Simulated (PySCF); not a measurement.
NICS in rings of unrelated molecules.

NICS is the negative of the GIAO shielding at a point without a nucleus: at the ring centre (0) and 1 Å above and below it (1); zz is the component along the ring normal. Level: GIAO PBE0/pcSseg-1 (PySCF, non-relativistic, gas phase) on the GFN2-xTB geometries, one conformer each. Atom numbers follow the mapped SMILES.

Question: Order these rings by mean NICS(1)zz, lowest (most negative) first (ppm).
A. ring C2–Si3–Si4–Si5–C6 in `[O:1]=[C:2]1[SiH2:3][SiH2:4][SiH2:5][C@@H:6]1[CH:7]([F:8])[F:9]`
B. ring C3–P4–C5–O7–C8 in `[CH:1]#[C:2][c:3]1[p:4][c:5]([CH3:6])[o:7][c:8]1[CH2:9][CH3:10]`
C. ring C2–C3–C4–P6–C7–C10 in `[CH3:1][c:2]1[cH:3][c:4]([CH3:5])[p:6][c:7]([CH:8]=[O:9])[cH:10]1`
D. ring C4–C5–C6–C7 in `[O:1]=[C:2]([OH:3])[C:4]1=[CH:5][CH2:6][CH2:7]1`
E. ring C3–C4–C5–C6–C8–C9 in `[CH2:1]=[CH:2][c:3]1[cH:4][cH:5][c:6]([F:7])[cH:8][c:9]1[C:10](=[O:11])[Cl:12]`
F. ring C4–O5–C6 in `[CH2:1]=[CH:2][CH2:3][C@@H:4]1[O:5][C@H:6]1[O:7][CH:8]([F:9])[F:10]`
G. ring C5–C6–C7–O8–C9 in `[F:1][CH:2]([F:3])[O:4][C:5]1=[CH:6][CH2:7][O:8][CH2:9]1`

Answer: E (-25.5), C (-23.4), B (-20.8), F (-18.8), G (-3.0), D (-0.5), A (2.9).

| SMILES | ring | NICS(0) | NICS(1) | NICS(1)zz | HOMA | rms pucker (Å) | ring atoms with four or more neighbours |
| --- | --- | --- | --- | --- | --- | --- | --- |
| C=Cc1ccc(F)cc1C(=O)Cl | 6-membered carbocycle; formal bonds all aromatic | -10.2 | -10.9 | -25.5 | 0.98 | 0.01 | 0 |
| Cc1cc(C)pc(C=O)c1 | 6-membered ring with P; formal bonds all aromatic | -6.8 | -10.0 | -23.4 | 0.88 | 0.00 | 0 |
| C#Cc1pc(C)oc1CC | 5-membered ring with O and P; formal bonds all aromatic | -10.5 | -9.9 | -20.8 | 0.40 | 0.00 | 0 |
| C=CC[C@@H]1O[C@H]1OC(F)F | 3-membered ring with O; formal bonds all single | -44.2 | -6.2 | -18.8 | – | 0.00 | 2 |
| FC(F)OC1=CCOC1 | 5-membered ring with O; formal bonds 1 double, 4 single | -5.4 | -2.0 | -3.0 | – | 0.02 | 2 |
| O=C(O)C1=CCC1 | 4-membered carbocycle; formal bonds 1 double, 3 single | -0.2 | -2.4 | -0.5 | – | 0.00 | 2 |
| O=C1[SiH2][SiH2][SiH2][C@@H]1C(F)F | 5-membered ring with 3 Si; formal bonds all single | -0.9 | -2.1 | 2.9 | – | 0.25 | 4 |

NICS(0) gives another order. The isotropic NICS(1) gives another order. HOMA uses Krygowski's 1993 parameters; it is left out where a ring has a four-coordinate atom, a triple bond, no multiple bond or a kind of bond without parameters. NICS(1) and NICS(1)zz are means over the two faces.
